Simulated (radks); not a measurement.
The numbers below are computed, except where a source is named.
All-electron atom: Xe in [Xe].

Code: a radial shooting solver on a logarithmic mesh with Libxc functionals. Model: Dirac Kohn-Sham, LDA (Slater exchange, Perdew-Wang correlation), spin-unpolarised, spherical densities, finite nucleus; Fermi nuclear charge, rms radius 4.7859 fm.

Energy parts (eV):
part                       energy
total                 -202563.249
kinetic                215131.164
electron-nucleus      -492693.413
Hartree                 79929.597
exchange-correlation    -4930.596

Orbitals (lengths in bohr, moments of r in powers of bohr; r(max) is where P^2 peaks):
| orbital | occ. | eigenvalue (eV) | <r^2> | r(max) |
|---|---|---|---|---|
| 1s1/2 | 2 | -34306.64 | 0.0009653 | 0.01717 |
| 2s1/2 | 2 | -5338.417 | 0.01546 | 0.09720 |
| 2p1/2 | 2 | -5018.230 | 0.01140 | 0.07439 |
| 2p3/2 | 4 | -4694.040 | 0.01268 | 0.07929 |
| 3s1/2 | 2 | -1091.478 | 0.1075 | 0.2795 |
| 3p1/2 | 2 | -958.0863 | 0.1022 | 0.2658 |
| 3p3/2 | 4 | -896.5396 | 0.1102 | 0.2767 |
| 3d3/2 | 4 | -660.8162 | 0.09209 | 0.2239 |
| 3d5/2 | 6 | -647.7934 | 0.09439 | 0.2270 |
| 4s1/2 | 2 | -196.7575 | 0.5811 | 0.6612 |
| 4p1/2 | 2 | -149.4986 | 0.6344 | 0.6767 |
| 4p3/2 | 4 | -137.1115 | 0.6834 | 0.7013 |
| 4d3/2 | 4 | -60.5637 | 0.8878 | 0.7436 |
| 4d5/2 | 6 | -58.5676 | 0.9105 | 0.7522 |
| 5s1/2 | 2 | -19.9539 | 3.905 | 1.618 |
| 5p1/2 | 2 | -9.2626 | 5.730 | 1.844 |
| 5p3/2 | 4 | -7.9939 | 6.393 | 1.933 |

The highest occupied level is 5p3/2 at -7.994 eV. For comparison, the ionisation energy in NIST's Atomic Spectra Database is 12.130 eV (measured). In exact Kohn-Sham theory the highest level is minus the ionisation energy, but local and semilocal functionals leave it too shallow, through self-interaction and a potential that decays too fast; potentials with the right tail come closer. The electron density at the nucleus is 2.705e+05 e/bohr^3.
